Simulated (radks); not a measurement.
Valence configurations of Pt (all share [Xe]). All-electron calculation, scalar-relativistic Kohn-Sham, PBE, spin-polarised, spherical densities, finite nucleus; open shells are filled with parallel spins first (spin-orbit coupling, left out, can overturn this in heavy ions); Fermi nuclear charge, rms radius 5.427 fm. Program: a radial shooting solver on a logarithmic mesh with Libxc functionals. Energies are relative to 4f14 5d9 6s1; eigenvalues in eV for spin up.

valence,E (eV),moment (Bohr magnetons),e(4f),e(5d),e(6p),e(6s)
4f14 5d9 6s1,0.000,2,-70.077,-6.511,-,-6.082
4f14 5d8 6s1 6p1,5.405,4,-74.753,-10.471,-2.487,-8.481
4f14 5d10,0.450,0,-67.601,-4.461,-,-
4f14 5d8.5 6s1.5,0.355,2,-71.501,-7.540,-,-6.423
4f14 5d9 6p1,5.163,2,-72.043,-8.357,-2.073,-
4f12 5d8.5 6s1.5 6p2,169.06,6,-105.51,-17.904,-3.805,-11.075
4f13 5d9 6s1 6p1,75.719,4,-86.414,-11.412,-2.452,-8.475
4f14 5d8 6s2,0.873,2,-72.992,-8.615,-,-6.772
4f12 5d9 6s1 6p2,165.67,6,-103.59,-16.542,-3.656,-10.669
4f13 5d9 6s2,70.866,2,-84.551,-9.444,-,-6.663

NIST lists [Xe] 4f14 5d9 6s1 as the ground configuration; this level of theory agrees among the configurations tried. The energies are those of spherical high-spin densities, not of single terms.
